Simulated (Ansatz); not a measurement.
V(NH)Cl3 (VNCl3H). Charge 0, multiplicity 1. Geometry relaxed at PBE-D4/def2-SVP.

```
atom   x (Å)   y (Å)   z (Å)
  V1   0.044  -0.385   0.000
  N2  -0.137   1.208   0.001
  H3  -0.253   2.231   0.002
 Cl4   1.096  -0.905  -1.810
 Cl5  -1.932  -1.251   0.049
 Cl6   1.182  -0.898   1.759
```

The restricted singlet is unstable towards broken spin symmetry in Hartree–Fock (as tested in another run); at PBE-D4/def2-SVP this wasn't settled.

Question: Estimate the harmonic wavenumbers at RKS PBE-D4/def2-SVP (Ansatz, unscaled). Is this a minimum?

Answer: 119, 119, 160, 219, 219, 384, 461, 461, 511, 511, 1073, 3502 cm⁻¹. Yes, no mode is imaginary beyond noise. Zero-point energy 46.3 kJ/mol. Run time 45 s (2 threads of Arm Neoverse V2 on a shared host).
